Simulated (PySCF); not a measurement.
H₄HfO₃, SMILES [OH][HfH]([OH])[OH], multiplicity 1. Atoms are numbered in the order given.

```xyz
8

Hf     0.0000     0.0000    -0.1244
O     -1.6186     0.9345     0.3639
H     -2.3825     1.3755     0.7363
O      1.6186     0.9345     0.3639
H      2.3825     1.3755     0.7363
O      0.0000    -1.8691     0.3639
H      0.0000    -2.7511     0.7363
H      0.0000     0.0000    -1.9859
```

Coordinates come from a B3LYP-D3(BJ)/def2-SVP optimisation. The multiplicity is an assumed one; no other spin state was optimised. The structure was generated by enumeration; whether it is a known compound was not checked. The def2 effective core potentials stand for the cores of Hf; spin–orbit coupling is left out. Other conformers were not sampled.

Level of theory: TDA-PBE/def2-SVPD run with PySCF.

Vertical excitations; the highest root listed may be one member of a degenerate set. The molecule is in vacuum. State labels are in the subgroup Cs.

```tsv
state	symmetry	energy (eV)	λ (nm)	f	main pairs
S1	A'	5.80	214	0.001	HOMO→LUMO+2 96 %
S2	A"	5.95	208	0.022	HOMO→LUMO (degenerate set)
S3	A'	5.95	208	0.021	HOMO→LUMO+1 (degenerate set)
S4	A'	6.33	196	0.007	HOMO→LUMO+4 (degenerate set)
S5	A"	6.33	196	0.007	HOMO→LUMO+5 (degenerate set)
S6	A"	6.59	188	0.001	HOMO−1→LUMO+1 (degenerate set)
S7	A'	6.59	188	0.001	HOMO−1→LUMO (degenerate set)
S8	A"	6.61	188	0.000	HOMO−1→LUMO+2 100 %
S9	A'	6.79	183	0.145	HOMO→LUMO+3 79 %
S10	A'	6.88	180	0.028	HOMO→LUMO+6 95 %
T1	A"	5.20	238	0	HOMO→LUMO 99 %
T2	A'	5.20	238	0	HOMO→LUMO+1 99 %
T3	A'	5.56	223	0	HOMO→LUMO+2 91 %
T4	A'	5.90	210	0	HOMO→LUMO+3 89 %
```
Triplets are in the Tamm–Dancoff approximation.
